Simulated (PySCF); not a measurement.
Gas-phase XPS of `[SiH3]C[Si@@H]1CC[SiH2]N1`, computed

Species: C3H13NSi3.
SMILES with atom numbers: `[SiH3:1][CH2:2][Si@@H:3]1[CH2:4][CH2:5][SiH2:6][NH:7]1`

Structure used (PBE0-D3(BJ)/def2-SVP), in Å, numbered top down from 1:
```xyz
20
C3H13NSi3 angstrom
Si     3.255    0.428   -0.340
C      1.879   -0.642    0.362
Si     0.251   -0.546   -0.572
C     -0.484    1.197   -0.593
C     -2.022    1.083   -0.601
Si    -2.497   -0.400    0.473
N     -1.064   -1.367    0.232
H      4.510    0.295    0.464
H      3.561    0.035   -1.751
H      2.849    1.868   -0.338
H      1.698   -0.348    1.410
H      2.230   -1.689    0.375
H      0.501   -1.083   -1.952
H     -0.110    1.809   -1.430
H     -0.143    1.700    0.330
H     -2.380    0.867   -1.623
H     -2.514    2.018   -0.290
H     -2.719   -0.028    1.911
H     -3.745   -1.087    0.012
H     -1.001   -2.333    0.533
```

Theory: delta-SCF UKS SCAN, pcX-2 on the ionised atom, pcseg-1 elsewhere, spin-free X2C (PySCF 2.14.0). These are vertical core ionisation energies against the vacuum level, from separate self-consistent calculations with and without the core hole.

Task: What binding energy does each computed site have?

Result: 
| atom(s) | environment | level | binding energy (eV) | 2p1/2 (eV) | above the level's lowest (eV) | count |
| --- | --- | --- | --- | --- | --- | --- |
| Si6 | SiH2 silicon | Si 1s | 1846.37 | – | +0.16 | 1 |
| Si1 | SiH3 silicon | Si 1s | 1846.31 | – | +0.10 | 1 |
| Si3 | SiH silicon | Si 1s | 1846.21 | – | 0.00 | 1 |
| N7 | nitrogen bridging silicon atoms | N 1s | 403.75 | – | 0.00 | 1 |
| C5 | sp3 carbon bound to silicon | C 1s | 290.05 | – | +0.38 | 1 |
| C4 | sp3 carbon bound to silicon | C 1s | 289.97 | – | +0.30 | 1 |
| C2 | sp3 carbon bound to silicon | C 1s | 289.67 | – | 0.00 | 1 |
| Si1 | SiH3 silicon | Si 2p3/2 | 106.53 | 107.16 | +0.20 | 1 |
| Si6 | SiH2 silicon | Si 2p3/2 | 106.50 | 107.12 | +0.17 | 1 |
| Si3 | SiH silicon | Si 2p3/2 | 106.33 | 106.95 | 0.00 | 1 |

The listed C 1s values span 0.38 eV, from C2 (bonded to 2 H and 2 Si) to C5 (bonded to C, 2 H and Si). The widest gap between neighbouring values is 0.30 eV, between 289.67 and 289.97 eV. Summing the Pauling electronegativity differences to the bonded atoms, each weighted by its formal bond order, gives -2.00 for the lowest site and -1.35 for the highest; no listed site has a larger sum than the highest.

The 3 Si 1s values lie within 0.16 eV of each other; Gaussian lines of 0.5 eV full width would blend them into one maximum.

The 3 Si 2p3/2 values lie within 0.20 eV of each other.

Task: Express the binding energy of Si 2p3/2 of Si3 in atomic units and per mole.

Result: 106.33 eV = 3.9076 Eh = 10259 kJ/mol.

The 2p values aren't plain energy differences: one relaxed spin-free 2p hole is combined with a matrix within the shell (ground-state 2p orbital-energy differences and spin–orbit coupling). 2p3/2, the mean of its two sublevels, lies a third of the splitting below the shell's mean and 2p1/2 two thirds above it; the statistical areas are 2:1. 2p1/2 minus 2p3/2 (ligand field included): Si 0.62 eV. One conformer (not necessarily the lowest) at the PBE0-D3(BJ)/def2-SVP geometry, without solvent, vibrations or thermal averaging.
